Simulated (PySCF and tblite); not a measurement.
The numbers below are computed, except where a source is named.
**Conformers and averaged properties: C₇H₁₂O, numbered as in [CH3:1][CH:2]1[CH2:3][CH2:4][C:5](=[O:6])[CH2:7][CH2:8]1**

Search: ETKDG and KDG, MMFF94s, GFN2-xTB, 60 starts; geometries at GFN2-xTB. Free energies are PBE0-D3(BJ)/pcSseg-1 single points with GFN2-xTB rigid-rotor and vibrational terms (modes under about 100 cm⁻¹ blended into free rotors). Symmetry numbers and mirror images are counted. Conformers within 2.5 kcal/mol (GFN2-xTB free energy) were kept, 5 at most. GIAO shieldings: PBE0/pcSseg-1. Shifts are against TMS (¹H), TMS (¹³C) at the same level; of two unlike H on one atom, a is the less shielded. Run with PySCF (density fitting) and tblite.

The 6-ring runs over atoms 2–3–4–5–7–8. Of a mirror pair one member is shown.

```tsv
conformer	shape	symmetry	E(GFN2) kcal/mol	E(DFT) kcal/mol	G(298.15 K) kcal/mol	weight %	dipole D
1	6-ring chair (all substituents equatorial)	Cs	0.00	0.00	0.00	87.6	3.28
2	6-ring chair (C1 axial)	Cs	1.08	1.00	1.19	11.8	3.32
3	6-ring twist-boat (ring torsions -63, 28, 32, -63, 28, 32°)	C1 (pair)	2.33	3.44	2.96	0.6	3.27
```

Weights (%) against temperature:

```tsv
T (K)	1	2	3	S(mix) cal/mol/K
250	91.2	8.6	0.2	0.62
298.15	87.6	11.8	0.6	0.80
350	84.0	14.7	1.3	0.98
```

Averaged shifts at 298.15 K. ¹H: 2.32 (H4a/H7a, 2H), 2.30 (H4b/H7b, 2H), 1.98 (H3a/H8a, 2H), 1.67 (H2, 1H), 1.38 (H3b/H8b, 2H), 1.10 (H1, 3H) ppm. ¹³C: 214.1 (C5), 44.1 (C4/C7), 39.4 (C3/C8), 35.5 (C2), 23.3 (C1) ppm.

Coordinates of conformer 1 (Å):

```xyz
20

C    -2.296   -0.169    0.310
C    -0.897   -0.050   -0.289
C    -0.206    1.224    0.196
C     1.192    1.362   -0.411
C     2.026    0.137   -0.117
O     3.118    0.187    0.390
C     1.359   -1.157   -0.521
C    -0.042   -1.259    0.087
H    -2.243   -0.212    1.396
H    -2.906    0.688    0.032
H    -2.789   -1.071   -0.045
H    -0.988   -0.007   -1.380
H    -0.124    1.197    1.285
H    -0.802    2.099   -0.071
H     1.109    1.462   -1.496
H     1.698    2.246   -0.020
H     1.284   -1.173   -1.611
H     1.979   -1.998   -0.206
H     0.042   -1.317    1.174
H    -0.519   -2.178   -0.260
```

Shifts are unscaled: against experiment ¹³C can be off by 15 ppm or more and ¹H by 0.8 ppm.

Search and properties took 2.8 min on 1 thread of AMD EPYC, on a host shared with other jobs (rough), launched as `OMP_NUM_THREADS=1 python ens_run.py task.json out`.
